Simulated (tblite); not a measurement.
Run record: tight-binding relaxation, `C[N+](C)([SiH2][SiH3])C`.

Computed with GFN2-xTB geometry optimisation, gas phase (tblite 0.8.0). Start geometry: from a force field or distance geometry. A driver script takes a list of jobs; this job's settings line and coordinates (Å) are shown.

Input:
```
{"job": {"kind": "relax", "xc": "GFN2-xTB", "basis": "xTB"}, "charge": 1, "multiplicity": 1}
C     -0.615300    -0.432500    -1.594400
N     -0.674500    -0.189600    -0.108400
C     -1.071300     1.222500     0.231100
C     -1.604600    -1.179700     0.561400
Si     0.998400    -0.492600     0.597000
Si     2.726800     0.855600    -0.203500
H     -1.637900    -0.287100    -1.986100
H     -0.292200    -1.450800    -1.796800
H      0.044700     0.298200    -2.066200
H     -2.101400     1.371800    -0.148600
H     -1.082200     1.374200     1.311700
H     -0.414100     1.930500    -0.270400
H     -1.296300    -2.209900     0.345200
H     -1.617200    -1.014600     1.649600
H     -2.611900    -1.011600     0.168300
H      0.809600    -0.316800     2.058500
H      1.254100    -1.912900     0.291500
H      2.793900     0.672800    -1.676200
H      4.024700     0.512300     0.445000
H      2.361600     2.270800     0.079900
```

Estimate the output.

```
step      E/eV     max force
  0    -531.74799    1.693
  1    -531.87653    1.208
  2    -531.98676    0.510
  3    -532.01664    0.297
  4    -532.03299    0.225
  5    -532.04261    0.205
  6    -532.05574    0.237
  7    -532.06299    0.193
  8    -532.06717    0.116
  9    -532.06967    0.115
... (30 lines left out)
 40    -532.08710    0.022
 41    -532.08719    0.024
 42    -532.08726    0.018
 43    -532.08729    0.015
 44    -532.08731    0.012
 45    -532.08733    0.012
 46    -532.08735    0.011
 47    -532.08737    0.010
 48    -532.08739    0.010
 49    -532.08740    0.009
```

«max force» is the largest atomic force in eV/Å.

From which step on does the largest force stay under 0.1 eV/Å, and how much energy is left to gain from there?

From step 13 (0.091 eV/Å), 8.9 meV above the end.

Main results: energy lowered by 7.8 kcal/mol over 49 steps; largest atomic force 0.009 eV/Å at the end.

Give the final coordinates.

0.100 Å rms from the input after alignment:
```
atom  x, y, z in Å
C1    -0.5995   -0.4194   -1.5175
N2    -0.6325   -0.2169   -0.0670
C3    -1.0365    1.1616    0.2202
C4    -1.6209   -1.1317    0.5168
Si5    1.1285   -0.5483    0.6783
Si6    2.7025    0.9187   -0.2623
H7    -1.5874   -0.2593   -1.9523
H8    -0.2848   -1.4355   -1.7457
H9     0.0968    0.2769   -1.9799
H10   -2.0347    1.3612   -0.1726
H11   -1.0514    1.3303    1.2949
H12   -0.3407    1.8621   -0.2368
H13   -1.3460   -2.1635    0.3105
H14   -1.6701   -0.9936    1.5944
H15   -2.6103   -0.9448    0.0973
H16    0.7331   -0.4294    2.0851
H17    1.1617   -1.9835    0.3815
H18    2.7151    0.7162   -1.7150
H19    3.9926    0.6148    0.3393
H20    2.2793    2.2946    0.0190
```

Time: 0.3 s wall. Hardware: an Arm Neoverse V2 with one thread, no GPU, on a shared host.
Labels such as C1 count atoms from 1, the log's own numbers from 0.
